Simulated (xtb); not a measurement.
Al(Cl)(F)(SiH3) (AlClFH3Si), SMILES [F][Al]([SiH3])[Cl]. All values are semi-empirical tight-binding results from xtb (GFN2-xTB unless named), good for trends rather than for accurate numbers. Geometry: GFN2-xTB.

For metal compounds this method's bond lengths and energies can be far off.

**Question.** Estimate the properties. (The exact figures need the calculation; the answer reports its results.)

**Answer.** 
- orbital gap = 3.87 eV
- zero-point energy = 16.8 kcal/mol
- G − E(el) at 298.15 K (modified RRHO) = -4.2 kcal/mol
